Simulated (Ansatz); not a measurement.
Spectroscopic constants of CsW, multiplicity 8 (an upper state: multiplicity 6 came lower at CCSD(T)/def2-TZVPP on PBE0 minima). No spin–orbit coupling.

Constants: fifth-degree fit in 1/R to seven points, most abundant isotopes. Runs in def2 and cc sets follow the lowest solution found near the PBE0 minimum.

Correlated levels freeze the inner cores; with def2 sets outer-core shells near the valence are correlated too.

Programs: Ansatz (Gaussian basis) for Hartree–Fock, density functionals and correlated methods. Values without a source in brackets are computed. In def2 rows elements past Kr take small-core potentials, without spin–orbit coupling.

Task: What bond length and harmonic frequency does PBE/def2-TZVPP give?

Result: r_e = 4.149 Å, ω_e = 29 cm⁻¹.

Task: What bond length and harmonic frequency does CCSD/def2-TZVPP give?

Result: r_e = 4.288 Å, ω_e = 27 cm⁻¹.

Task: What bond length and harmonic frequency does CCSD(T)/def2-TZVPP give?

Result: r_e = 4.224 Å, ω_e = 29 cm⁻¹.

Ansatz is a program for electronic structure.
